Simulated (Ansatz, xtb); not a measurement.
**C4H6F2O: which of two isomers lies lower**

Structure I is `C[C@@H]1COC1(F)F`, a singlet and structure II is `F[C@@H]1CC[C@H](F)O1`, a singlet. Both are isolated molecules in the gas phase, relaxed with PBE-D3(BJ)/def2-SVP; the shapes shown needn't be the lowest conformers.

I (Å):

```xyz
13

C    -0.2860    1.0814   -0.6036
C    -0.6879    0.2453   -1.8046
C    -1.5949   -0.9869   -1.5912
C     0.3095   -0.8133   -2.3110
F     0.7460   -0.6826   -3.5898
F     1.4268   -0.9892   -1.5488
O    -0.5859   -1.8682   -2.1694
H     0.5100    1.8045   -0.8704
H     0.0981    0.4430    0.2164
H    -1.1508    1.6582   -0.2186
H    -1.0253    0.8740   -2.6520
H    -1.7935   -1.2433   -0.5286
H    -2.5402   -1.0191   -2.1706
```

II (Å):

```xyz
13

C    -0.4230    0.8041   -1.0260
C    -0.0229    1.7998    0.0777
C    -1.0644    1.5510    1.1752
C    -1.3994    0.0812    0.9364
F     0.6801    0.1020   -1.4677
F    -0.4415   -0.7211    1.5454
O    -1.3649   -0.0800   -0.4540
H    -0.8932    1.2570   -1.9264
H     0.0139    2.8443   -0.2830
H     0.9898    1.5104    0.4199
H    -1.9764    2.1616    1.0157
H    -0.6969    1.7320    2.2026
H    -2.3933   -0.2606    1.2935
```

Quicker runs give these differences E(II) − E(I): GFN2-xTB −14.3 kcal/mol; HF/STO-3G −13.8 kcal/mol (at GFN2-xTB geometries); r2SCAN-D4/def2-SVP −10.1 kcal/mol (at GFN2-xTB geometries).

Question: Estimate E(II) − E(I) at the level CCSD(T)/def2-SVP + ΔMP2/def2-TZVPP.

Answer: Calculated at CCSD(T)/def2-SVP + ΔMP2/def2-TZVPP: E(II) − E(I) = −12.6 kcal/mol, so structure II lies lower.

Level by level:

```json
{"level": "GFN2-xTB", "geometry": "GFN2-xTB", "E(II) − E(I) (kcal/mol)": "−14.3", "departure from the last row (kcal/mol)": "−1.6", "job, with rough time for the two": "optimisation, 0.36 s"}
{"level": "HF/STO-3G", "geometry": "GFN2-xTB", "E(II) − E(I) (kcal/mol)": "−13.8", "departure from the last row (kcal/mol)": "−1.2", "job, with rough time for the two": "single point, 0.65 s"}
{"level": "r2SCAN-D4/def2-SVP", "geometry": "GFN2-xTB", "E(II) − E(I) (kcal/mol)": "−10.1", "departure from the last row (kcal/mol)": "+2.6", "job, with rough time for the two": "single point, 4.4 s"}
{"level": "PBE-D3(BJ)/def2-SVP", "geometry": "PBE-D3(BJ)/def2-SVP", "E(II) − E(I) (kcal/mol)": "−9.0", "departure from the last row (kcal/mol)": "+3.6", "job, with rough time for the two": "optimisation, 50 s"}
{"level": "HF/def2-SVP", "geometry": "PBE-D3(BJ)/def2-SVP", "E(II) − E(I) (kcal/mol)": "−12.4", "departure from the last row (kcal/mol)": "+0.2", "job, with rough time for the two": "part of the CCSD(T) run"}
{"level": "MP2/def2-SVP", "geometry": "PBE-D3(BJ)/def2-SVP", "E(II) − E(I) (kcal/mol)": "−10.3", "departure from the last row (kcal/mol)": "+2.4", "job, with rough time for the two": "part of the CCSD(T) run"}
{"level": "CCSD(T)/def2-SVP", "geometry": "PBE-D3(BJ)/def2-SVP", "E(II) − E(I) (kcal/mol)": "−10.2", "departure from the last row (kcal/mol)": "+2.4", "job, with rough time for the two": "single point"}
{"level": "CCSD(T)/def2-SVP + ΔMP2/def2-TZVPP", "geometry": "PBE-D3(BJ)/def2-SVP", "E(II) − E(I) (kcal/mol)": "−12.6", "departure from the last row (kcal/mol)": "", "job, with rough time for the two": "single point, 84 s"}
```

As drawn, both hold the same kinds of bond in the same numbers. Structure I has 1 methyl group, II 0. Structure I has a 4-membered ring, II a 5-membered ring.

None of the levels shown reverses the order. The largest departure from CCSD(T)/def2-SVP + ΔMP2/def2-TZVPP is that of PBE-D3(BJ)/def2-SVP, 3.6 kcal/mol. The last row adds to CCSD(T) the change of the MP2 difference between the two basis sets, here −2.4 kcal/mol.

With thermal terms from frequencies at re-optimised GFN2-xTB minima (ideal gas, soft modes damped towards free rotors, one conformer each, 298.15 K, 1 atm): on the last row, ΔE + ΔZPE = −11.7, ΔH = −12.0, ΔG = −11.6 kcal/mol.

The correlated steps freeze 7 core orbitals. Codes used: Ansatz 0.2.0, xtb 6.7.1; the last row on 2 threads of Intel(R) Xeon(R) Processor @ 2.70GHz on a shared host.
